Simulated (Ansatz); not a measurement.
Reaction (hydrogenolysis of a C–O bond): `OC1=NC[SiH2]1` + H₂ → `C1=NC[SiH2]1` + H₂O

Computed with Ansatz on PBE0-D4/def2-TZVP structures; ΔE is electronic, products minus reactants. CBS: MP2 limit from def2 TZ/QZ plus the TZ coupled-cluster correction, frozen cores. This one scheme is used for every species. DFT in def2-TZVPP. Each species was taken in one conformer, which may not be the lowest.

```csv
level,ΔE (eV)
ωB97X-V,-0.22
PBE,-0.17
HF/def2-TZVPP,-0.41
HF/def2-QZVPP,-0.42
```

Q: What does CCSD(T)/CBS give? (An estimate is asked.)

A: Computed: -0.36 eV. The listed levels differ from it by 0.14, 0.19, -0.05, -0.06 eV.

Largest T1 diagnostic among the species: 0.014.

The D4 term adds +0.05 eV with B3LYP and +0.03 eV with PBE0; it sums over pairs of atoms, weighted by their polarisabilities, and B3LYP, whose exchange is more repulsive, gets the larger term. In def2-TZVPP, CCSD(T) changes the Hartree–Fock value by +0.09 eV (the triples alone add +0.05 eV) and MP2 by +0.13 eV.

B3LYP here is the variant with VWN-RPA as its local correlation; programs differ in this.
